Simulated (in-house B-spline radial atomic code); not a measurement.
Values are calculated unless marked as measured or tabulated.
# Building a PAW f channel for Hf, r_c = 1.24 bohr

Hf, [Xe] 4f14 5d2 6s2, non-relativistic LDA (VWN5) (a model for so heavy an element), spherical and spin-unpolarised, from an all-electron radial atomic-structure program (B-spline basis) (atomic units; all potentials screened as in the neutral atom).

Two all-electron partial waves φ1, φ2 are integrated outwards at E1 = ε(4f) = -0.871572 and E2 = E1 + 0.5 hartree; φ1 is the bound orbital and φ2 has unit norm inside r_c = 1.2421 bohr. Smooth partners are polynomials, r^4(a0 + a1 r² + a2 r⁴ + a3 r⁶), matched to φ and three derivatives at r_c, with no condition on the norm. The local potential is -26.5931 + (41.3329) r² + (-27.2014) r⁴ + (6.64282) r⁶ inside 1.0169 bohr and the all-electron one outside.

```
wave      φ(r_c)     φ'(r_c)         a0         a1         a2          a3
   1   0.4471698  -0.7249893   3.530696  -5.066248   2.591671  -0.4616842
   2  0.06821994    2.000377  -3.325399   5.220085  -2.734779   0.4928744
```

Inside r_c the overlaps are <φi φj> = [[0.93781, -0.94397], [-0.94397, 1.00000]] and, for the smooth waves, [[0.17050, -0.09800], [-0.09800, 0.06781]]. With χj = (Ej − T − V_local) applied to smooth wave j, the program's quadrature gives the matrix B_ij = <smooth i, χj> as [[-0.70502, 0.85588], [0.43290, -0.53840]].

**Question.** Check the match of the first wave, and find the augmentation charges q_ij.

**Answer.** At r_c the four terms are 8.40401, -18.60483, 14.68359, -4.03562, which sum to 0.4471, φ1(r_c) to rounding. q_ij is the all-electron overlap less the smooth one: [[0.76731, -0.84597], [-0.84597, 0.93219]]. The smooth first wave has a norm of 0.1705 inside r_c against 0.9378, and q11 > 0 puts back the missing charge.

**Question.** B isn't symmetric. Show that D_ij = B_ij + Ej q_ij is.

**Answer.** Integrating by parts gives B12 − B21 = (E1 − E2) q12: 0.85588 − (0.43290) = 0.42298, and −0.5 × (-0.84597) = 0.42298. So D12 = 0.85588 + (-0.371572)(-0.84597) = 1.17022 and D21 = 0.43290 + (-0.871572)(-0.84597) = 1.17022; D11 = -1.37378, D22 = -0.88478. The projectors, p = (B⁻¹)ᵀ χ, are dual to the smooth waves; det B = 0.0091.

Solving (T + V_local + Σ p D p) ψ = E (1 + Σ p q p) ψ in a sphere of 9 bohr gives these levels:

```csv
all-electron,one projector,two projectors
-0.871572,-0.871567,-0.871567
0.184476,0.185110,0.184476
0.461820,0.468169,0.461830
0.854476,0.879580,0.854571
1.370090,1.431850,1.370600
```

**Question.** What does the second projector gain?

**Answer.** With one projector the errors are +0.01, +0.63, +6.35, +25.10, +61.76 millihartree. With two the errors are +0.01, 0.00, +0.01, +0.09, +0.51 millihartree. The scattering is exact at E1 and at E2 = -0.372, and over all levels compared the largest error is 0.51 millihartree. The lowest eigenvalue of the overlap operator is 1 with one and 0.9838 with two projectors. The smooth orbital alone needs a cutoff of 58.3 hartree for 1 millihartree of kinetic energy, against 134 for a norm-conserving Troullier-Martins orbital of the same radius; part of the gain comes from giving up the norm, part from the simpler form.
